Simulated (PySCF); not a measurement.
B6H9I.
Geometry (PBE0-D3(BJ)/def2-SVP, Å), atoms numbered from 1 in this order:
```xyz
16
B6H9I angstrom
B     -0.8842   -1.2850    0.0679
B     -1.0660    0.1404    1.0376
B      1.0099    0.5309   -0.8423
B      0.1482    1.3426    0.5012
B      0.5692   -0.3495    0.6186
B      0.3207   -1.0556   -1.0300
H     -1.3658   -2.2889    0.5133
H     -1.6554    0.2424    2.0759
H      2.0550    0.9186   -1.2796
H      0.5652    2.2664    1.1383
H      1.3730   -0.7549    1.4094
I      1.4717   -2.5331   -2.0823
H     -1.8119   -0.3178    0.0140
H     -1.1606    1.4056    0.4828
H      0.2229    1.6550   -0.7772
H      0.1739    0.0489   -1.7812
```

Level of theory: TDDFT CAM-B3LYP/def2-SVPD, vertical, gas phase, core orbitals frozen in the response, def2 core potentials past Kr in PySCF. Spin–orbit coupling is left out.

Ground-to-excited transition dipoles (e·a0, same axes as the geometry; the sign carries no meaning), for the states with f of 0.002 or more among the lowest 8:

```tsv
state	E (hartree)	μx	μy	μz
S1	0.1715	-0.305	0.434	0.362
S2	0.1815	-0.460	-0.024	0.378
S3	0.2016	-0.397	0.616	0.434
S4	0.2078	0.126	0.113	0.017
S6	0.2243	0.099	-0.045	-0.305
S7	0.2270	-0.213	0.051	0.201
S8	0.2312	0.151	-0.059	-0.164
```

Task: Work out the oscillator strengths.

Result: f = (2/3) ΔE |μ|² with ΔE in hartree (27.2114 eV).

```json
{"state": "S1", "|μ|² (au)": "0.412", "|μ| (D)": "1.63", "f": "0.047"}
{"state": "S2", "|μ|² (au)": "0.355", "|μ| (D)": "1.52", "f": "0.043"}
{"state": "S3", "|μ|² (au)": "0.725", "|μ| (D)": "2.16", "f": "0.097"}
{"state": "S4", "|μ|² (au)": "0.029", "|μ| (D)": "0.43", "f": "0.004"}
{"state": "S6", "|μ|² (au)": "0.105", "|μ| (D)": "0.82", "f": "0.016"}
{"state": "S7", "|μ|² (au)": "0.089", "|μ| (D)": "0.76", "f": "0.013"}
{"state": "S8", "|μ|² (au)": "0.053", "|μ| (D)": "0.59", "f": "0.008"}
```

Task: Which bond between heavy atoms lies closest to the direction of the S3 transition dipole?

Result: B6–I12, at 5° from it; next B3–B4 and B1–B2 at 21°.

Task: What angle do the transition dipoles of S2 and S6 make?

Result: |cos θ| = |μa·μb| / (|μa| |μb|) = 0.83, so θ ≈ 34° (taken between 0 and 90°, since the signs are arbitrary).

Task: How is the summed strength of these states shared among x, y and z?

Result: (2/3) Σ ΔE μα² gives 0.071 for x, 0.076 for y and 0.082 for z, 0.229 in all.

Task: What peak molar absorption coefficient would the strongest computed level give as a lone Gaussian band 0.3 eV wide at half height?

Result: ε(max) = 2.175×10⁸ f / FWHM, with the width in cm⁻¹. S3: 2.175×10⁸ × 0.0974 / 2420 ≈ 8800 L mol⁻¹ cm⁻¹.

All these states lie below the vertical ionisation energy of 8.76 eV (ΔSCF).
